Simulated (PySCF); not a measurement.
## P⁺: excitation energy

P⁺ [Ne] 3s2 3p2 (3P) → P⁺ [Ne] 3s1 3p3 (5S), as a difference of total energies. Calculation: PySCF 2.14, in x2c-QZVPPall; scalar relativity by spin-free X2C-1e. Correlated levels: valence and next inner shell: 1s2 frozen. The calculations carry no spin-orbit coupling.

```
                                method  excitation energy (eV)
                                   UHF                   3.972
    MP2 (valence and next inner shell)                   5.331
SCS-MP2 (valence and next inner shell)                   5.828
   CCSD (valence and next inner shell)                   5.519
CCSD(T) (valence and next inner shell)                   5.598
```

Errors of the correlated levels include the incompleteness of this basis and the frozen core.

Q: Which method comes closest to the reference value, and which is furthest?

A: The reference is 5.627 eV (measured; NIST levels, between the centres of gravity of the two terms). Closest: CCSD(T) (valence and next inner shell) (error -0.029 eV); furthest: UHF (error -1.655 eV).
